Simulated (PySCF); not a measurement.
Cd⁺: excitation energy

Cd⁺ [Kr] 4d10 5s1 (2S) → Cd⁺ [Kr] 4d9 5s1 6s1 (4D), as a difference of total energies. Calculation: PySCF 2.14, in aug-cc-pVDZ-PP with ECP28MDF; a scalar-relativistic core potential. Correlated levels: valence: 4s2 4p6 frozen. The calculations carry no spin-orbit coupling.

```tsv
method	excitation energy (eV)
UHF	19.392
LDA	20.925
PBE	20.524
PBE0	20.519
r2SCAN	20.660
MN15	21.106
revPBE	20.438
HSE06	20.525
M06-2X	20.948
MP2 (valence)	21.100
SCS-MP2 (valence)	20.997
```

Q: How much does correlation contribute at MP2 (valence)?

A: 21.100 − (19.392) = 1.708 eV, measured against UHF.

The upper state lies above the first ionisation limit, but in LS coupling its spin forbids autoionisation to the ground ion. A Rydberg-like electron needs more diffuse functions than a valence basis has.

The promoted electron is Rydberg-like, and one or two diffuse shells describe it only roughly, which tends to raise the upper state.
